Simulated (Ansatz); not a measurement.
Sn₁₂Cl₁₂O₂₀H₆²⁺ (started as a model of: [(RSn)12O14(OH)6]2+, R = Cl). Charge 2, multiplicity 3. Geometry r2SCAN-D4/def2-SVP, that of the charge +2 singlet; atoms count from 1.

Cartesian coordinates in Å:
```
Sn -2.4218 -1.3477 2.0182
Sn -3.2502 -0.3004 -1.0489
Sn -2.5039 1.9256 1.3341
Sn -0.6646 -0.6628 -3.0898
Sn 0.5804 3.0511 0.8848
Sn 0.7172 -2.4098 2.0265
Sn 0.6645 0.6628 3.0897
Sn -0.5805 -3.0511 -0.8849
Sn -0.7172 2.4098 -2.0266
Sn 2.4219 1.3477 -2.0183
Sn 3.2501 0.3004 1.0488
Sn 2.5038 -1.9255 -1.3341
O -1.9141 0.0650 0.5392
O -0.5488 -0.9845 2.9205
O -1.1301 -2.7178 1.0648
O -1.8963 -1.7491 -1.7725
O -1.9601 0.8000 -2.3057
O -0.6247 2.0444 2.2875
O -1.2698 2.8595 -0.1013
O 0.6247 -2.0444 -2.2875
O 0.5488 0.9845 -2.9206
O 1.8962 1.7491 1.7724
O 1.1301 2.7178 -1.0649
O 1.9601 -0.8000 2.3056
O 1.2698 -2.8595 0.1012
O 1.9141 -0.0650 -0.5393
O -3.8585 -1.6082 0.4930
O -3.1529 0.4949 2.7445
O -3.9359 1.4845 -0.1535
O 3.8585 1.6082 -0.4931
O 3.1530 -0.4949 -2.7446
O 3.9358 -1.4845 0.1535
Cl -3.3838 -2.7276 3.6082
Cl -5.0298 -0.6459 -2.4878
Cl -3.5472 3.7782 2.2484
Cl -1.1150 -1.1323 -5.2819
Cl 1.0116 5.2095 1.5043
Cl 1.2448 -4.1161 3.4543
Cl 1.1145 1.1323 5.2819
Cl -1.0115 -5.2095 -1.5043
Cl -1.2445 4.1161 -3.4545
Cl 3.3839 2.7275 -3.6082
Cl 5.0296 0.6459 2.4880
Cl 3.5473 -3.7782 -2.2484
H -4.6382 -2.1892 0.5053
H -3.6864 0.6483 3.5430
H -4.7428 1.9836 -0.3670
H 4.6383 2.1891 -0.5053
H 3.6873 -0.6483 -3.5425
H 4.7423 -1.9840 0.3676
```

In the def2 sets Sn takes a core potential; there is no spin–orbit coupling. Single mean-field runs in def2-SVP are fitted with def2-universal-jkfit. At PBE0-D4/def2-SVP a singlet of charge 2 lies 4.18 eV below the triplet at the same geometry.

(1) Estimate the Mulliken populations of the heavy atoms from the PBE0/def2-SVP orbitals of Ansatz.

(2) Where does the spin sit?

(3) And the Mayer bond orders between heavy atoms (over 0.3, the first 40 of 66)?

Answers

(1) 
| atom | charge (e) | spin (α − β) |
| --- | --- | --- |
| Sn1 | 1.31 | 0.03 |
| Sn2 | 1.31 | 0.03 |
| Sn3 | 1.31 | 0.03 |
| Sn4 | 1.24 | 0.07 |
| Sn5 | 1.24 | 0.07 |
| Sn6 | 1.24 | 0.07 |
| Sn7 | 1.24 | 0.07 |
| Sn8 | 1.24 | 0.07 |
| Sn9 | 1.24 | 0.07 |
| Sn10 | 1.31 | 0.03 |
| Sn11 | 1.31 | 0.03 |
| Sn12 | 1.31 | 0.03 |
| O13 | -0.78 | 0.00 |
| O14 | -0.73 | 0.02 |
| O15 | -0.73 | 0.02 |
| O16 | -0.73 | 0.02 |
| O17 | -0.73 | 0.02 |
| O18 | -0.73 | 0.02 |
| O19 | -0.73 | 0.02 |
| O20 | -0.73 | 0.02 |
| O21 | -0.73 | 0.02 |
| O22 | -0.73 | 0.02 |
| O23 | -0.73 | 0.02 |
| O24 | -0.73 | 0.02 |
| O25 | -0.73 | 0.02 |
| O26 | -0.78 | 0.00 |
| O27 | -0.53 | 0.00 |
| O28 | -0.53 | 0.00 |
| O29 | -0.53 | 0.00 |
| O30 | -0.53 | 0.00 |
| O31 | -0.53 | 0.00 |
| O32 | -0.53 | 0.00 |
| Cl33 | -0.11 | 0.16 |
| Cl34 | -0.11 | 0.16 |
| Cl35 | -0.11 | 0.16 |
| Cl36 | -0.12 | 0.04 |
| Cl37 | -0.12 | 0.04 |
| Cl38 | -0.12 | 0.04 |
| Cl39 | -0.12 | 0.04 |
| Cl40 | -0.12 | 0.04 |
| Cl41 | -0.12 | 0.04 |
| Cl42 | -0.11 | 0.16 |
| Cl43 | -0.11 | 0.16 |
| Cl44 | -0.11 | 0.16 |
Mulliken values depend strongly on the basis.

(2) Summed by element: Sn 0.57, O 0.23, Cl 1.19, H 0.01, of 2 unpaired in all. Largest on single atoms: Cl34 0.16, Cl43 0.16, Cl42 0.16.

(3) Sn1–O13 0.53 (2.11 Å); Sn1–O14 0.54 (2.11 Å); Sn1–O15 0.54 (2.11 Å); Sn1–O27 0.53 (2.11 Å); Sn1–O28 0.53 (2.11 Å); Sn1–Cl33 1.04 (2.31 Å); Sn2–O13 0.53 (2.11 Å); Sn2–O16 0.54 (2.11 Å); Sn2–O17 0.54 (2.11 Å); Sn2–O27 0.53 (2.11 Å); Sn2–O29 0.53 (2.11 Å); Sn2–Cl34 1.04 (2.31 Å); Sn3–O13 0.53 (2.11 Å); Sn3–O18 0.54 (2.11 Å); Sn3–O19 0.54 (2.11 Å); Sn3–O28 0.53 (2.11 Å); Sn3–O29 0.53 (2.11 Å); Sn3–Cl35 1.04 (2.31 Å); Sn4–O16 0.56 (2.11 Å); Sn4–O17 0.56 (2.11 Å); Sn4–O20 0.62 (2.05 Å); Sn4–O21 0.62 (2.05 Å); Sn4–Cl36 1.20 (2.29 Å); Sn5–O18 0.56 (2.11 Å); Sn5–O19 0.56 (2.11 Å); Sn5–O22 0.62 (2.05 Å); Sn5–O23 0.62 (2.05 Å); Sn5–Cl37 1.20 (2.29 Å); Sn6–O14 0.56 (2.11 Å); Sn6–O15 0.56 (2.11 Å); Sn6–O24 0.62 (2.05 Å); Sn6–O25 0.62 (2.05 Å); Sn6–Cl38 1.20 (2.29 Å); Sn7–O14 0.62 (2.05 Å); Sn7–O18 0.62 (2.05 Å); Sn7–O22 0.56 (2.11 Å); Sn7–O24 0.56 (2.11 Å); Sn7–Cl39 1.20 (2.29 Å); Sn8–O15 0.62 (2.05 Å); Sn8–O16 0.62 (2.05 Å).
